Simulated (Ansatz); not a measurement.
Spectroscopic constants of RuO, multiplicity 5 (lowest of 2S+1 = 1, 3, 5, 7 at CCSD(T)/def2-TZVPP on PBE0 minima; our sources give no spin for the ground state, which may be another). No spin–orbit coupling. The T1 diagnostic near the minimum is 0.078, so single-reference values are doubtful.

Constants: fifth-degree fit in 1/R to seven points, most abundant isotopes. Runs in def2 and cc sets follow the lowest solution found near the PBE0 minimum.

The values were computed with Ansatz (an electronic-structure program) with Gaussian orbitals. Values without a source in brackets are computed. In def2 rows elements past Kr take small-core potentials, without spin–orbit coupling.

Energies at wB97X-V/def2-TZVPP:

| R (Å) | E (hartree) |
|---|---|
| 1.568600 | -169.98196528 |
| 1.610767 | -169.99087292 |
| 1.649560 | -169.99513392 |
| 1.693413 | -169.99630285 |
| 1.737267 | -169.99440037 |
| 1.787867 | -169.98928006 |
| 1.846900 | -169.98041127 |

Question: With a reduced mass of 13.8249 u, find the minimum, the force constant and the constants.

Answer: A fifth-degree polynomial in 1/R puts the minimum at r_e = 1.6865 Å with force constant 721 N/m. Then ω_e = (1/2πc)√(k/μ) = 941 cm⁻¹ and B_e = h/(8π²cμr_e²) = 0.4287 cm⁻¹; the cubic and quartic terms give α_e = 0.0025 and ω_e x_e = 4.1 cm⁻¹.
